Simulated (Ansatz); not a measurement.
Job for Ansatz (a quantum-chemistry and plane-wave program): U-B3LYP/def2-TZVPP on H3In (SMILES [InH3]), a point of a bond scan (R = 4.673 Å). Elements past Kr take the def2 small-core potentials; no spin–orbit coupling.

Ansatz 0.2 input:
```yaml
crystal:
  periodic: [false, false, false]
  atoms:
    - {symbol: In, position_ang: [-0.00000000, 0.00000000, 0.00000000]}
    - {symbol: H, position_ang: [1.85395122, -1.28082203, 4.09325959]}
    - {symbol: H, position_ang: [-0.39135161, 1.66043977, -0.29090875]}
    - {symbol: H, position_ang: [-0.29529699, -1.18606124, -1.22511332]}
basis:
  gaussian:
    orbitals: def2-TZVPP
hamiltonian:
  xc: {name: B3LYP}
magnetization: {spin_polarized: true, initial_magnetization: 0}
```

The head of its log:

```
WARN ansatz: RAYON_NUM_THREADS=1 ignored (pool sized by the plan → 1); use --threads N
Functional definition: B3LYP
integrals: 0.02 GiB planned
642 factors; their error is unknown
mean field: 0.25 GiB planned
mean field evaluation 1: about -5214.2853 eV, gradient 1.7e1 eV
mean field evaluation 2: about -5206.6175 eV, gradient 2.7e1 eV
```

### Question
What total energy does the run end on?

### Answer
-191.8497 hartree. Its determinant has ⟨S²⟩ = 0.99, a mixture of spin states.
